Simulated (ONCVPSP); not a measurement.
**vanadium, ONCV: configuration errors across variants**

vanadium (V), optimised norm-conserving Vanderbilt (ONCV), made with ONCVPSP 4.0.1 (PBE, scalar-relativistic). Core [Ar], reference 3d3 4s1 (charge +1). Waves: 4s: rc 2.25 bohr, ncon 4, nbas 9, qcut 3.3 1/bohr, 1 projector; p scattering state at 0.13 Ha: rc 2.35 bohr, ncon 3, nbas 7, qcut 4.2 1/bohr, 2 projectors, debl 0.4 Ha; 3d: rc 2.30 bohr, ncon 4, nbas 9, qcut 7 1/bohr, 2 projectors, debl 1.4 Ha. Local part: polynomial inside 2.25 bohr (lpopt 4, dvloc0 0 Ha). Core correction: Teter function, fcfact 3.5, rcfact 1.65.

In the p channel the program set the typed energies aside and used 0.050, 0.450 Ha.

All-electron excitation energies from the reference (eV): (1) 3d3 4s2 -7.735; (2) 3d3 4s0 14.296; (3) 3d2 4s0 43.193; (4) 3d2 4s2 4p1 -1.957.

4 further variants failed, have other tests or another functional or relativity, and are left out.

A true bound ghost makes a file unfit for plane-wave use even where its test errors are small: the radial tests pick states by their node count and pass the ghost by.

Errors AE − PS in meV (a dash: test not solved or not reliable):

| change | (1) | (2) | (3) | (4) | bound ghosts | GHOST(+) flags above zero |
| --- | --- | --- | --- | --- | --- | --- |
| base | -62 | -110 | -159 | -79 | p | none |
| local potential polynomial inside 2.25 bohr (lpopt 4, dvloc0 4.5 Ha) | -63 | -110 | -159 | -89 | p | none |
| s: rc 3.08 | -62 | -112 | -171 | -70 | p | none |
| core correction Teter function, fcfact 5.7, rcfact 1.65 | -99 | -174 | -332 | -184 | p | none |
| core correction Teter function, parameters optimised by the program | +2.3 | +19 | -45 | -70 | p | none |
| s: qcut 3.6; p: qcut 4.6; d: qcut 7.6 | -63 | -109 | -193 | -120 | p | none |

(1) Give the same row for: core correction Teter function, fcfact 3.5, rcfact 1.12.

Answers

(1) +21, +73, +299, +106; bound ghosts: p; GHOST(+) flags above zero: none.
